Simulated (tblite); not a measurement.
Species: C₅H₉NO₂.
Bonds: C1–C2 (double), C2–C3, C3–O4, C2–C5, C5–N6, N6–C7, C7–O8 (double). Hydrogens: H9, H10 on C1; H11, H12 on C3; H13 on O4; H14, H15 on C5; H16 on N6; H17 on C7.

Computed with GFN2-xTB (tblite), gas phase: L-BFGS steps from a force-field or distance-geometry start until the largest atomic force falls under 0.01 eV/Å.

At the end of the run (lengths in Å): N6–C7 1.342, N6–H16 1.010, C7=O8 1.207, C7–H17 1.107, C5–N6 1.450, C1–H10 1.078, C2–C3 1.511, N6–C7–O8 125.6°, C3–C2–C5 115.1°, C1–C2–C3 122.1°, C1–C2–C5 122.7°, C1–C2–C3–O4 -107°, C1–C2–C5–N6 116°, C2–C5–N6–C7 -120°, H16–N6–C5–C2 50°, H11–C3–O4–H13 -60°.

**Question.** These geometries were met on the way; a selection of coordinates is given. Order them by energy above the end point, lowest first.
A. N6–C7 1.347, N6–H16 1.008, C7=O8 1.206, C7–H17 1.113, C5–N6 1.457, C1–H10 1.073, C2–C3 1.514, N6–C7–O8 126.1°, C3–C2–C5 114.9°, C1–C2–C3 124.5°, C1–C2–C5 120.2°, C1–C2–C3–O4 -125°, C1–C2–C5–N6 122°, C2–C5–N6–C7 -59°, H16–N6–C5–C2 112°, H11–C3–O4–H13 -38°
B. N6–C7 1.345, N6–H16 1.007, C7=O8 1.206, C7–H17 1.112, C5–N6 1.455, C1–H10 1.073, C2–C3 1.506, N6–C7–O8 125.3°, C3–C2–C5 115.5°, C1–C2–C3 123.3°, C1–C2–C5 121.2°, C1–C2–C3–O4 -120°, C1–C2–C5–N6 117°, C2–C5–N6–C7 -61°, H16–N6–C5–C2 101°, H11–C3–O4–H13 -57°
C. N6–C7 1.378, N6–H16 1.022, C7=O8 1.171, C7–H17 1.145, C5–N6 1.487, C1–H10 1.079, C2–C3 1.515, N6–C7–O8 125.2°, C3–C2–C5 121.7°, C1–C2–C3 117.8°, C1–C2–C5 120.4°, C1–C2–C3–O4 -120°, C1–C2–C5–N6 120°, C2–C5–N6–C7 -59°, H16–N6–C5–C2 121°, H11–C3–O4–H13 4°
D. N6–C7 1.437, N6–H16 1.076, C7=O8 1.246, C7–H17 1.070, C5–N6 1.435, C1–H10 1.106, C2–C3 1.484, N6–C7–O8 117.9°, C3–C2–C5 121.6°, C1–C2–C3 119.8°, C1–C2–C5 118.6°, C1–C2–C3–O4 -120°, C1–C2–C5–N6 120°, C2–C5–N6–C7 -60°, H16–N6–C5–C2 121°, H11–C3–O4–H13 4°
E. N6–C7 1.338, N6–H16 1.002, C7=O8 1.203, C7–H17 1.103, C5–N6 1.448, C1–H10 1.074, C2–C3 1.510, N6–C7–O8 125.5°, C3–C2–C5 121.3°, C1–C2–C3 118.2°, C1–C2–C5 120.5°, C1–C2–C3–O4 -122°, C1–C2–C5–N6 120°, C2–C5–N6–C7 -58°, H16–N6–C5–C2 118°, H11–C3–O4–H13 -4°

**Answer.** B (0.106 eV), A (0.180 eV), E (0.296 eV), C (0.490 eV), D (0.832 eV).

```
step  E above end (eV)  rms distance from the end, all atoms (Å)  largest force (eV/Å)  rms shift of all bonds from the end (Å)
  26             0.106                                     0.548                 0.356                                    0.004
  18             0.180                                     0.583                 0.205                                    0.004
   7             0.296                                     0.629                 0.351                                    0.004
   1             0.490                                     0.643                 3.656                                    0.020
   0             0.832                                     0.649                 4.762                                    0.036
```

Rows stand in the order of the answer.
